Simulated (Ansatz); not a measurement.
The pair A = CHN (SMILES C#N) (first 3 atoms), B = H4OSi (SMILES O[SiH3]); geometry from B3LYP-D3(BJ)/def2-TZVP.
(charge 0, multiplicity 1):
```json
[
 {"atom": "C", "x (Å)": "0.5763", "y (Å)": "1.5375", "z (Å)": "-0.6186"},
 {"atom": "N", "x (Å)": "0.6017", "y (Å)": "1.1518", "z (Å)": "0.4578"},
 {"atom": "H", "x (Å)": "0.5529", "y (Å)": "1.8977", "z (Å)": "-1.6230"},
 {"atom": "O", "x (Å)": "0.6634", "y (Å)": "0.1526", "z (Å)": "3.2485"},
 {"atom": "Si", "x (Å)": "-0.5380", "y (Å)": "-0.8935", "z (Å)": "3.6461"},
 {"atom": "H", "x (Å)": "0.6835", "y (Å)": "0.5046", "z (Å)": "2.3473"},
 {"atom": "H", "x (Å)": "-1.8867", "y (Å)": "-0.2861", "z (Å)": "3.4968"},
 {"atom": "H", "x (Å)": "-0.3269", "y (Å)": "-1.2623", "z (Å)": "5.0621"},
 {"atom": "H", "x (Å)": "-0.5120", "y (Å)": "-2.1247", "z (Å)": "2.8134"}
]
```

Frozen-core correlation.

Run with Ansatz (a quantum-chemistry and plane-wave program) with Gaussian orbitals. Values without a source in brackets are computed.

Total energies (hartree), monomers frozen at their geometry in the pair:

```csv
structure,HF/aug-cc-pV(D+d)Z,PBE/def2-TZVPPD,CCSD(T)/aug-cc-pV(D+d)Z
AB,-459.0696322,-460.3133884,-459.7408613
A in the pair's basis,-92.8886326,-93.3475224,-93.2035120
B in the pair's basis,-366.1756583,-366.9575334,-366.5294820
A,-92.8881842,-93.3473993,-93.2023232
B,-366.1754296,-366.9574755,-366.5286923
```

Task: Work out the interaction energy without and with the counterpoise correction, and the superposition error, for each level.

Result: 
E(AB) − E(A) − E(B), times 627.509 kcal/mol, with the monomers in their own basis and then in the pair's basis:
- HF/aug-cc-pV(D+d)Z: -3.78 uncorrected, -3.35 corrected; the monomers gain 0.42 kcal/mol from borrowed functions
- PBE/def2-TZVPPD: -5.34 uncorrected, -5.23 corrected; the monomers gain 0.11 kcal/mol from borrowed functions
- CCSD(T)/aug-cc-pV(D+d)Z: -6.18 uncorrected, -4.94 corrected; the monomers gain 1.24 kcal/mol from borrowed functions
